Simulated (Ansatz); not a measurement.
Reaction (redistribution): `[CH3][GeH2][C]1=CC1` + `F[SiH]` → `[GeH3][C]1=CC1` + `C[Si]F`

Calculated with Ansatz (gas phase, PBE0-D4/def2-TZVP geometries, no zero-point term in ΔE). CBS: MP2 limit from def2 TZ/QZ plus the TZ coupled-cluster correction, frozen cores. This one scheme is used for every species. For Ge outer-core shells are correlated without core-valence functions, which leaves a few kJ/mol of doubt a bond. Scalar relativity is left out up to krypton. Each species was taken in one conformer, which may not be the lowest.

`[CH3][GeH2][C]1=CC1`:

Z-matrix (Å, degrees):
```
C
Ge 1 1.951
H 1 1.090 2 110.1
H 1 1.091 2 110.4 3 -120.2
H 1 1.091 2 109.9 3 119.7
C 2 1.923 1 109.6 3 -60.6
H 2 1.541 1 110.3 3 179.8
H 2 1.538 1 110.9 3 58.9
C 6 1.518 2 146.9 1 118.5
C 6 1.296 2 150.0 1 -58.9
H 9 1.090 6 119.3 2 -72.1
H 9 1.090 6 119.2 2 75.1
H 10 1.077 6 148.6 2 -1.8
```

`F[SiH]`:

Z-matrix (Å, degrees):
```
Si
F 1 1.612
H 1 1.541 2 96.3
```

`[GeH3][C]1=CC1`:

Cartesian coordinates in Å:
```
Ge 1.102 1.305 0.166
C -0.084 -0.157 -0.173
C -0.602 -1.032 -0.974
C -1.110 -1.105 0.419
H 1.845 1.680 -1.124
H 0.284 2.504 0.670
H 2.107 0.892 1.252
H -0.656 -1.450 -1.965
H -2.107 -0.730 0.653
H -0.777 -1.907 1.077
```

`C[Si]F`:

```xyz
6

C     0.289   -0.231   -0.407
Si   -0.778   -0.417    1.137
F    -1.025    1.156    1.441
H     0.606   -1.192   -0.819
H    -0.269    0.317   -1.177
H     1.178    0.367   -0.175
```

```csv
level,ΔE (eV)
HF/def2-TZVPP,-0.27
MP2/CBS(def2),-0.28
```

(1) What does CCSD(T)/CBS give? (Best estimate.)

Largest T1 diagnostic among the species: 0.015.

Answers

(1) Computed: -0.28 eV. The listed levels differ from it by 0.01, 0.00 eV.

In def2-TZVPP, CCSD(T) changes the Hartree–Fock value by +0.03 eV (the triples alone add −0.00 eV) and MP2 by +0.04 eV.
